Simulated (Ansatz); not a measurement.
Mulliken charges of C2H4FNSi, SMILES `C[SiH]1N=C1F` from ωB97M-V/def2-TZVPP in Ansatz (PBE0-D4/def2-TZVP geometry).

```json
{"atom": "C1", "x (Å)": "-1.309", "y (Å)": "-0.475", "z (Å)": "-0.245", "charge (e)": "-0.414"}
{"atom": "Si2", "x (Å)": "0.239", "y (Å)": "0.107", "z (Å)": "0.584", "charge (e)": "0.303"}
{"atom": "N3", "x (Å)": "1.844", "y (Å)": "-0.493", "z (Å)": "0.035", "charge (e)": "-0.246"}
{"atom": "C4", "x (Å)": "1.661", "y (Å)": "0.718", "z (Å)": "-0.271", "charge (e)": "0.158"}
{"atom": "F5", "x (Å)": "2.477", "y (Å)": "1.523", "z (Å)": "-0.921", "charge (e)": "-0.159"}
{"atom": "H6", "x (Å)": "-1.137", "y (Å)": "-0.647", "z (Å)": "-1.309", "charge (e)": "0.131"}
{"atom": "H7", "x (Å)": "-2.108", "y (Å)": "0.262", "z (Å)": "-0.132", "charge (e)": "0.124"}
{"atom": "H8", "x (Å)": "-1.650", "y (Å)": "-1.408", "z (Å)": "0.212", "charge (e)": "0.126"}
{"atom": "H9", "x (Å)": "0.071", "y (Å)": "0.366", "z (Å)": "2.031", "charge (e)": "-0.024"}
```

Task: By hand: the dipole of these point charges (1 e Å = 4.8032 D).

Result: Σ q r = (-0.591, -0.017, 0.164) e Å, of length 0.614 e Å = 2.95 D.

Task: How does the dipole of the full density compare? (Best estimate.)

Result: Ansatz gave: (-0.750, 0.032, 0.140) e Å, 3.67 D; the point charges give 0.80 times that, at 6° from its direction.

Point charges leave out the atoms' own dipoles, such as those of lone pairs, and Mulliken's split depends on the basis, so the two needn't agree.
